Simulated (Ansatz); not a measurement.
`[CH3][Sn]([Cl])([Cl])[Cl]` → `[CH3]`• + `[Cl][Sn]([Cl])[Cl]`• at 600 K and 1 bar (homolysis of the C–Sn bond).

Computed with Ansatz on PBE0-D4/def2-TZVP structures; ΔE is electronic, products minus reactants. CCSD(T)/CBS is the MP2 limit (def2-TZVPP, def2-QZVPP) plus CCSD(T) − MP2 in def2-TZVPP, frozen cores. This one scheme is used for every species. Open shells (•) are unrestricted, without spin–orbit coupling. def2 core potentials past Kr. For Sn outer-core shells are correlated without core-valence functions, which leaves a few kJ/mol of doubt a bond.

```tsv
species	CCSD(T)/CBS energy (Eh)	H − E (kJ/mol)	S (J/(mol·K))
`[CH3][Sn]([Cl])([Cl])[Cl]`	-1633.37264	167.7	480.5
`[CH3]`•	-39.78218	101.9	224.9
`[Cl][Sn]([Cl])[Cl]`•	-1593.47071	50.9	406.9
```

H − E and S are ideal-gas, rigid-rotor, harmonic terms from PBE0-D4/def2-TZVP, with the whole ground term of open shells counted as degenerate. 1 Eh = 2625.50 kJ/mol, R = 8.31446 J/(mol·K).

Problem. By hand: ΔE, ΔH, ΔS and ΔG.

Solution. ΔE = (-39.78218) + (-1593.47071) − (-1633.37264) = 0.11975 Eh = 314.4 kJ/mol. Δ(H − E) = 101.9 + 50.9 − 167.7 = -14.9, so ΔH = 299.5 kJ/mol. ΔS = 224.9 + 406.9 − 480.5 = 151.3 J/(mol·K). ΔG = 299.5 − 600 × (151.3)/1000 = 208.7 kJ/mol.

Problem. By hand: the equilibrium constant, and the temperature at which ΔG would vanish if ΔH and ΔS stayed fixed.

Solution. log₁₀ K = −ΔG/(RT ln 10) = -18.2. ΔG = 0 at ΔH/ΔS = 1980 K.

The number of gas molecules changes by +1, which sets the sign of ΔS. A doubt of 5 kJ/mol in ΔE shifts log₁₀ K by 0.4 here. These are equilibria of isolated gas molecules and say nothing of rates. Largest T1 diagnostic: 0.015 (customary marks: 0.02 for closed shells, 0.045 for open ones).
